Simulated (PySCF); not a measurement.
Geometry:
| atom | x (Å) | y (Å) | z (Å) |
| --- | --- | --- | --- |
| C1 | -2.116 | 0.263 | 0.387 |
| C2 | -1.289 | -0.667 | -0.572 |
| O3 | -1.479 | -1.917 | -0.462 |
| N4 | 0.182 | -0.244 | -0.276 |
| C5 | 1.013 | -0.921 | 0.537 |
| C6 | 2.210 | -0.252 | 0.623 |
| C7 | 2.087 | 0.893 | -0.184 |
| C8 | 0.821 | 0.859 | -0.718 |
| H9 | -1.858 | 1.312 | 0.244 |
| H10 | -3.175 | 0.119 | 0.183 |
| H11 | -1.916 | -0.023 | 1.418 |
| H12 | -1.425 | -0.225 | -1.623 |
| H13 | 0.686 | -1.842 | 0.982 |
| H14 | 3.073 | -0.547 | 1.196 |
| H15 | 2.837 | 1.649 | -0.356 |
| H16 | 0.341 | 1.551 | -1.390 |

Total charge -1.

Geometry: GFN2-xTB; GIAO shifts from PySCF 2.14, gas phase, non-relativistic, averaged over equivalent atoms.

At WP04/pcSseg-1 (176 basis functions, about 60 core-seconds):
```
     atoms  δ (ppm)
     C5/C8    119.0
     C6/C7    104.0
        C2    102.4
        C1     38.6
        O3    136.8
        N4    258.0
       H12     7.38
   H13/H16     6.61
   H14/H15     5.38
H9/H10/H11     0.77
```

References, each an isolated molecule treated in the same way: ¹³C (175.10 ppm) and ¹H (32.00 ppm) against TMS; H2O for ¹⁷O (319.30 ppm); ¹⁵N (249.21 ppm) vs NH3.

Task: What do these become at mPW1PW91/pcSseg-1?

Result: 
| atoms | δ at mPW1PW91/pcSseg-1 | change |
| --- | --- | --- |
| C5/C8 | 118.1 | -0.9 |
| C6/C7 | 103.5 | -0.5 |
| C2 | 99.9 | -2.5 |
| C1 | 39.3 | +0.7 |
| O3 | 148.5 | +11.7 |
| N4 | 267.1 | +9.1 |
| H12 | 7.86 | +0.48 |
| H13/H16 | 6.89 | +0.28 |
| H14/H15 | 5.69 | +0.31 |
| H9/H10/H11 | 0.82 | +0.05 |

Scale: TMS for ¹³C (σref 186.06), ¹H (σref 31.77); H2O for ¹⁷O (σref 334.86); NH3 for ¹⁵N (σref 266.26) (reference shieldings calculated alike).

The largest change is at O3 (oxygen bonded to C). Cost: 176 basis functions, of the order of 60 core-seconds. The order of the carbon signals is the same at both levels.

Experimental scales use liquid or dissolved standards, which lie at an offset from isolated NH3 (liquid NH3: subtract about 20 ppm) and H2O (liquid H2O: subtract about 36 ppm). Unscaled 15N shifts of sp2 nitrogen come out 20 to 40 ppm too high even then.
